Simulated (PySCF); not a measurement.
## What settings do to a single point of [Tl(NH2)2]+

The sound run of [Tl(NH2)2]+ (singlet) uses PySCF 2.14.0, RKS PBE0, Tl def2-SVP with ECP60, N def2-SVP, H def2-SVP; non-relativistic Hamiltonian with scalar-relativistic core potentials where named; density fitting; no spin-orbit coupling, grid (50, 194), threshold 1e-8 Eh and 55 cycles, at the relaxed geometry:

```xyz
7

Tl    0.0388   -0.0527   -0.0004
N    -0.1071    0.1053    2.0068
H     0.7863    0.3751    2.4285
H    -0.4258   -0.7679    2.4346
N     0.1828    0.1955   -1.9989
H     0.5043   -0.6575   -2.4629
H    -0.7124    0.4792   -2.4077
```

There Tl1 has a Mulliken charge of 0.82 e and the dipole about the centre of mass is 1.70 D. Each run below changes one thing and starts from free metal ions and neutral atoms unless it says otherwise; with 55 cycles, smearing, a level shift and second-order steps follow where DIIS fails, and their cycles count. Energy shifts count from the sound run.

```tsv
change	outcome	cycles	energy shift (eV)	largest force component (eV/Å)	charge on Tl1 (e)	dipole about the centre of mass (D)
charge changed by +5, spin kept, limit 57 cycles	refused	–	–	–	–	–
threshold 0.0001	converged	5	0.0000	0.02	0.82	1.71
all coordinates × 1.12	converged	9	1.66	2.91	0.82	1.67
cycle limit 3	not converged	3	–	–	–	–
```

(1) How does the run with this change end: grid (30, 86)?

Forces carry noise of the integration grid, about 0.01 to 0.03 eV/Å.

Answers

(1) outcome converged, cycles 9, energy shift (eV) -0.0092, largest force component (eV/Å) 0.11, charge on Tl1 (e) 0.82, dipole about the centre of mass (D) 1.70.
